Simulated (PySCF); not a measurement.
Assignment exercise: C₅H₁₁FSi

Mapped SMILES: `[CH3:1]/[CH:2]=[C:3](\[F:4])[SiH2:5][CH2:6][CH3:7]`. Hydrogens are named by the atom that carries them.

- geometry from GFN2-xTB
- PBE0/pcSseg-1 with gauge-including orbitals
- code: PySCF
- averaged over atoms made equivalent by symmetry, fast rotation or ring inversion, no relativistic terms, one conformer, no solvent

Referencing at the same level of theory: TMS for $^{13}$C and $^{1}$H.

(1) Assign these signals to the numbered atoms. $^{13}$C{$^{1}$H} NMR (computed): δ 171.6, 130.0, 12.5, 11.3, 5.6.

(2) Assign these signals to the numbered atoms. $^{1}$H NMR (500 MHz, computed): δ 5.47 (m, 1H), 4.33 (m, 2H), 1.92 (d, 3H), 1.16 (t, 3H), 0.89 (m, 2H).

Results:

(1) 
```tsv
δ (ppm)	atoms	environment	reason
171.6	C3	fully substituted alkene carbon	–
130.0	C2	alkene CH	an sp2 carbon of a C=C bond
12.5	C1	allylic methyl carbon	a saturated carbon with 1 carbon neighbour and no heteroatom attached
11.3	C7	methyl carbon	saturated and bonded to C and H only
5.6	C6	sp3 CH2 bonded to Si	an electropositive neighbour leaves it electron-rich and shielded
```

C1 and C7 lie closer than the usual error of such a calculation, so a measured spectrum could show them in the other order.

(2) 
| δ (ppm) | atoms | environment | reason |
| --- | --- | --- | --- |
| 5.47 | H(C2) | hydrogen on an alkene CH | attached to an sp2 carbon and in the plane of the double bond |
| 4.33 | H(Si5) | hydrogen on a silicon bonded to 2 C | – |
| 1.92 | H(C1) | hydrogen on an allylic methyl carbon | allylic position |
| 1.16 | H(C7) | hydrogen on a methyl carbon | – |
| 0.89 | H(C6) | hydrogen on an sp3 CH2 bonded to Si | an electropositive neighbour shields it, as in TMS itself |

Splittings by $^{19}$F in the carbon and heteronuclear signals aren't shown, as no couplings were computed. Shifts are as computed. Against solution values, carbons near 30 ppm lie about +3 ppm off and those near 130 ppm about +5 ppm. Of 1309 compounds with measured shifts, 239 miss one by over three times the rms of a fit or turn the order of signals round; such compounds aren't used in these exercises. No couplings were computed; multiplicities are counted from neighbouring protons, with m where these are inequivalent, close in shift, in a saturated or five-membered ring or joined by F or P, and br s for small geminal =CH2 splittings.
